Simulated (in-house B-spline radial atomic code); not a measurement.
Configurations of Eu²⁺, with energies counted from [Xe] 4f7. Level of theory: scalar-relativistic (X2C) wB97X, spin-polarised, spherical fractional occupations, exact exchange averaged over the configuration, Fermi nucleus of rms radius 5.1115 fm; calculated with an all-electron radial atomic-structure program (B-spline basis). Shells without spins written out take the highest spin.

Occupations are held fixed; configurations that lie above the ionisation limit could autoionise.

| configuration | E - E(ref) (eV) | highest orbital | its <r> (bohr) |
| --- | --- | --- | --- |
| [Xe] 4f6 6p1 | 10.977 | 6p up | 4.095 |
| [Xe] 4f6 6d1 | 15.869 | 6d up | 5.822 |
| [Kr] 4d10 4f7 5s2 5p5 6f1 | 36.447 | 6f up | 10.37 |
| [Kr] 4d9 4f8 5s2 5p6 | 132.22 | 4f down | 0.9876 |

(1) Order these further configurations by energy, lowest first.
A. [Kr] 4d9 4f7 5s2 5p6 6p1
B. [Kr] 4d10 4f7 5s2 5p5 6p1
C. [Kr] 4d10 4f8 5s2 5p5
D. [Kr] 4d9 4f7 5s2 5p6 5f1
E. [Kr] 4d10 4f7 5s2 5p5 6s1

Results:

(1) E (22.814 eV), C (24.252 eV), B (27.219 eV), A (138.47 eV), D (145.06 eV).
